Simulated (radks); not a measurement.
The nuclear charge of the iron ion Fe2+ is varied continuously with 24 electrons held in [Ar] 3d6. All-electron calculation, scalar-relativistic Kohn-Sham, r2SCAN, spin-polarised, spherical densities, finite nucleus; open shells are filled with parallel spins first; meta-GGA in the generalised Kohn-Sham scheme; Fermi nuclear charge, rms radius 3.7377 fm. Program: a radial shooting solver on a logarithmic mesh with Libxc functionals. By the Hellmann-Feynman theorem dE/dZ = E(electron-nucleus)/Z, the electronic potential at the nucleus (averaged over a nucleus of fixed radius). The scalar-relativistic energy here is not variational (the density holds large components alone), so the two differ by a part that grows with Z.

Z,E (hartree),E(electron-nucleus)/Z (hartree),HOMO,e(HOMO) (eV),<r> HOMO (bohr)
25,-1158.38223,-110.510,3d,-7.648,1.442
25.25,-1186.21489,-111.980,3d,-10.820,1.329
25.5,-1214.41538,-113.446,3d,-14.336,1.244
25.75,-1242.98281,-114.909,3d,-18.166,1.177
26,-1271.91652,-116.370,3d,-22.289,1.121
26.25,-1301.21602,-117.829,3d,-26.691,1.073
26.5,-1330.88093,-119.287,3d,-31.358,1.031
26.75,-1360.91097,-120.743,3d,-36.281,0.9943
27,-1391.30596,-122.199,3d,-41.451,0.9609

The central difference of E at Z = 26 is -116.466 hartree, to compare with the third column; the second derivative is -5.85 hartree.
